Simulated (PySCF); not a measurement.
Species: [IrCl6]3- (charge -3 and singlet state).
SMILES: `[Cl][Ir-3]([Cl])([Cl])([Cl])([Cl])[Cl]`

The calculation used PBE0-D3(BJ)/def2-SVP geometry optimisation, gas phase, def2 core potentials past Kr (PySCF 2.14.0).

Masses are those of the commonest isotopes; rigid-rotor values at the optimised geometry. 

(1) What are A, B and C (cm⁻¹)?

(2) What kind of rotor is it?

Results:

(1) Ia = 827.22, Ib = 827.68, Ic = 827.77 u·Å²; 505379 MHz·u·Å²/I gives 610.9, 610.6 and 610.5 MHz, that is A = 0.02038, B = 0.02037, C = 0.02037 cm⁻¹.

(2) A spherical top, as the point group Oh requires three equal moments.

The point group Oh allows no dipole (computed: 0.00 D (about the centre of mass, as the species is charged)), so a rigid rotor has no electric-dipole lines.

**Question.** Estimate the classical rotational partition function at 100 K, 298.15 K and 500 K.

**Answer.** Point group Oh, symmetry number σ = 24; q = (√π/σ)·√((kT/h)³/(ABC)), k/h = 20836.6 MHz/K: 14700 at 100 K, 75800 at 298.15 K, 165000 at 500 K.

Not checked by PBE0-D3(BJ)/def2-SVP frequencies. Whether so highly charged an anion holds all its electrons in the gas phase wasn't checked; a finite basis holds them in any case. The ion is multiply charged and computed without counter-ions or solvent. The geometry's basis has no diffuse functions, a weakness for an anion. Constants of a rigid frame at the computed geometry: no zero-point averaging, no centrifugal distortion.
